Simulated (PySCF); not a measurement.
## F- (fluorine, charge -1) across methods

[Ne], closed-shell 1S. Computed with PySCF 2.14 in aug-cc-pVDZ-DK, with scalar relativity by spin-free X2C-1e. The B2PLYP total includes its PT2 part (frozen core); its orbital energies are those of the SCF part.

```tsv
method	E (hartree)	mean ε 1s (eV)	mean ε 2s (eV)	mean ε 2p (eV)	Σ⟨r²⟩ (bohr²)	⟨S²⟩
TPSSh	-99.9456	-658.79	-18.633	0.933	17.37	0.000
LDA	-99.3122	-645.00	-16.570	1.416	18.00	0.000
r2SCAN	-99.9072	-655.67	-18.206	1.378	17.30	0.000
PBE	-99.8627	-649.70	-16.776	1.634	17.93	0.000
UHF	-99.51436	-704.04	-29.483	-4.921	16.02	0.000
B2PLYP	-99.8894	-679.10	-23.570	-1.938	16.81	0.000
TPSS	-99.9578	-653.78	-17.365	1.625	17.62	0.000
PBE0	-99.8549	-663.23	-20.084	-0.098	17.22	0.000
```

Task: Estimate the same row for B3LYP.

Result: E (hartree) = -99.9581; mean ε 1s (eV) = -661.21; mean ε 2s (eV) = -19.454; mean ε 2p (eV) = 0.087; Σ⟨r²⟩ (bohr²) = 17.49; ⟨S²⟩ = 0.000.

The highest occupied level is positive at TPSSh, LDA, r2SCAN, PBE, TPSS, B3LYP: only the finite basis holds that electron, which in a density functional comes from self-interaction.
